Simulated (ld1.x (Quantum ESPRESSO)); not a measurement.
**Scattering properties, ultrasoft potential for palladium**

- Element: Pd
- Generator: ld1.x (Quantum ESPRESSO) 7.5
- Type: ultrasoft
- Functional: PBE
- Relativity: scalar-relativistic
- Frozen core: [Ar] 3d10
- Valence charge: 18
- Reference configuration: 4s2 4p6 4d10 5s0 5p0
- Partial waves: 4s (bound): rcut 1.25, rcutus 1.30 bohr; 5s (bound, empty): rcut 1.25, rcutus 1.30 bohr; 4p (bound): rcut 1.40, rcutus 1.55 bohr; 5p (bound, empty): rcut 1.40, rcutus 1.55 bohr; 4d (bound): rcut 1.50, rcutus 1.85 bohr; 4d channel at 0.7 Ry: rcut 1.50, rcutus 1.85 bohr
- Local potential: all-electron potential smoothed inside 1.00 bohr (lloc = -2)
- Core correction: a·sin(br)/r model core, default radius (core density twice the valence density)
- Augmentation charge: built from norm-conserving waves at rcut, not smoothed further

The phase is arctan(r·u′/u) with u = r·R(r), unwrapped; energies in Ry, scanned from -8 to 5 Ry. A pole is an energy at which the radial function vanishes at the test radius. The pseudo phase is shifted by a multiple of π to meet the all-electron one at the reference energy, and phase errors are pseudo minus all-electron; the curves can meet again beyond the range given. Levels narrower than the energy grid can be missing from the lists of poles.

Task: For each channel, where are the poles, and over which energies does the pseudopotential scatter like the atom?

Result:

```csv
channel,radius (bohr),reference energy (Ry),"poles, all-electron","poles, pseudo",unbroken range about the reference energy with phases within 0.05 rad,phase error 1 Ry above the reference energy (rad)
s,1.99,-0.24,-6.12,"-6.12, -3.42",not even at the reference energy,+0.755
p,1.99,-0.02,-3.46,"-3.46, -1.51",not even at the reference energy,+0.247
d,1.99,-0.30,0.70,0.70,below 4.6,-0.000
```

A Bessel basis up to 400 Ry misses an occupied level by 1.51 Ry, so cutoffs and ghosts were not judged.

Phases in the s channel:

```json
{"E (Ry)": "-8.00", "all-electron": "1.350", "pseudo": "4.491"}
{"E (Ry)": "-7.76", "all-electron": "1.341", "pseudo": "4.481"}
{"E (Ry)": "-7.52", "all-electron": "1.328", "pseudo": "4.468"}
{"E (Ry)": "-7.28", "all-electron": "1.310", "pseudo": "4.450"}
{"E (Ry)": "-7.04", "all-electron": "1.281", "pseudo": "4.420"}
{"E (Ry)": "-6.80", "all-electron": "1.221", "pseudo": "4.359"}
{"E (Ry)": "-6.56", "all-electron": "1.002", "pseudo": "4.136"}
{"E (Ry)": "-6.32", "all-electron": "-1.155", "pseudo": "1.986"}
{"E (Ry)": "-6.08", "all-electron": "-1.600", "pseudo": "1.541"}
{"E (Ry)": "-5.84", "all-electron": "-1.682", "pseudo": "1.457"}
{"E (Ry)": "-5.60", "all-electron": "-1.718", "pseudo": "1.419"}
{"E (Ry)": "-5.36", "all-electron": "-1.741", "pseudo": "1.395"}
{"E (Ry)": "-5.12", "all-electron": "-1.757", "pseudo": "1.375"}
{"E (Ry)": "-4.88", "all-electron": "-1.770", "pseudo": "1.358"}
{"E (Ry)": "-4.64", "all-electron": "-1.782", "pseudo": "1.340"}
{"E (Ry)": "-4.40", "all-electron": "-1.794", "pseudo": "1.318"}
{"E (Ry)": "-4.16", "all-electron": "-1.805", "pseudo": "1.285"}
{"E (Ry)": "-3.92", "all-electron": "-1.816", "pseudo": "1.218"}
{"E (Ry)": "-3.68", "all-electron": "-1.827", "pseudo": "0.814"}
{"E (Ry)": "-3.44", "all-electron": "-1.839", "pseudo": "-1.553"}
{"E (Ry)": "-3.20", "all-electron": "-1.851", "pseudo": "-1.709"}
{"E (Ry)": "-2.96", "all-electron": "-1.865", "pseudo": "-1.758"}
{"E (Ry)": "-2.72", "all-electron": "-1.880", "pseudo": "-1.786"}
{"E (Ry)": "-2.48", "all-electron": "-1.897", "pseudo": "-1.807"}
{"E (Ry)": "-2.24", "all-electron": "-1.915", "pseudo": "-1.825"}
{"E (Ry)": "-2.00", "all-electron": "-1.936", "pseudo": "-1.843"}
{"E (Ry)": "-1.76", "all-electron": "-1.960", "pseudo": "-1.860"}
{"E (Ry)": "-1.52", "all-electron": "-1.988", "pseudo": "-1.878"}
{"E (Ry)": "-1.28", "all-electron": "-2.021", "pseudo": "-1.897"}
{"E (Ry)": "-1.04", "all-electron": "-2.060", "pseudo": "-1.918"}
{"E (Ry)": "-0.80", "all-electron": "-2.107", "pseudo": "-1.941"}
{"E (Ry)": "-0.56", "all-electron": "-2.166", "pseudo": "-1.967"}
{"E (Ry)": "-0.32", "all-electron": "-2.240", "pseudo": "-1.997"}
{"E (Ry)": "-0.08", "all-electron": "-2.336", "pseudo": "-2.031"}
{"E (Ry)": "0.16", "all-electron": "-2.461", "pseudo": "-2.071"}
{"E (Ry)": "0.40", "all-electron": "-2.626", "pseudo": "-2.119"}
{"E (Ry)": "0.64", "all-electron": "-2.842", "pseudo": "-2.176"}
{"E (Ry)": "0.88", "all-electron": "-3.104", "pseudo": "-2.248"}
{"E (Ry)": "1.12", "all-electron": "-3.387", "pseudo": "-2.336"}
{"E (Ry)": "1.36", "all-electron": "-3.651", "pseudo": "-2.448"}
{"E (Ry)": "1.60", "all-electron": "-3.868", "pseudo": "-2.591"}
{"E (Ry)": "1.84", "all-electron": "-4.035", "pseudo": "-2.769"}
{"E (Ry)": "2.08", "all-electron": "-4.162", "pseudo": "-2.985"}
{"E (Ry)": "2.32", "all-electron": "-4.258", "pseudo": "-3.224"}
{"E (Ry)": "2.56", "all-electron": "-4.333", "pseudo": "-3.464"}
{"E (Ry)": "2.80", "all-electron": "-4.392", "pseudo": "-3.680"}
{"E (Ry)": "3.04", "all-electron": "-4.440", "pseudo": "-3.859"}
{"E (Ry)": "3.28", "all-electron": "-4.480", "pseudo": "-4.002"}
{"E (Ry)": "3.52", "all-electron": "-4.513", "pseudo": "-4.114"}
{"E (Ry)": "3.76", "all-electron": "-4.542", "pseudo": "-4.203"}
{"E (Ry)": "4.00", "all-electron": "-4.566", "pseudo": "-4.274"}
{"E (Ry)": "4.24", "all-electron": "-4.587", "pseudo": "-4.331"}
{"E (Ry)": "4.48", "all-electron": "-4.606", "pseudo": "-4.378"}
{"E (Ry)": "4.72", "all-electron": "-4.623", "pseudo": "-4.418"}
{"E (Ry)": "4.96", "all-electron": "-4.639", "pseudo": "-4.452"}
```
